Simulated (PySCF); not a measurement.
Question: Give a GFN2-xTB geometry of `C=C(CCl)C(N)=O`.

Answer: 
Z-matrix in Å and degrees, rows numbered from 1:
```
C 
C   1  1.3263
C   2  1.4914  1  123.23
Cl  3  1.7969  2  108.53  1   100.11
C   2  1.5023  1  122.45  3  -177.87
N   5  1.3523  2  114.77  1   -41.12
O   5  1.2110  2  122.17  1   137.54
H   1  1.0774  2  121.40  3     0.33
H   1  1.0767  2  122.10  3   178.54
H   3  1.0883  2  112.56  1   -17.97
H   3  1.0900  2  110.47  1  -143.28
H   6  1.0069  5  118.47  2  -177.61
H   6  1.0038  5  121.62  2    -9.58
```

N6 (amide nitrogen) is almost planar (angles 121.6°, 118.8° and 118.5°, sum 358.9°, 0.07 Å off the plane of its three neighbours). Of the pairs four or more bonds apart, O7···H11 is among the closest relative to their van der Waals radii: 2.50 Å, 92 % of the sum of Bondi's values. The 3 C–C bonds span 1.326 Å (C1=C2, drawn double) to 1.502 Å (C2–C5, drawn single), a spread of 0.176 Å.

Structure optimised with GFN2-xTB, isolated species.

Point group: C1 (no symmetry element, even within 0.4 Å). No frequency check. The numbers are those of one conformer (C1–C2–C3–Cl4 100°, C1–C2–C5–N6 -41°, C2–C5–N6–H -178° and -10°).

The numbers are calculated, not measured.
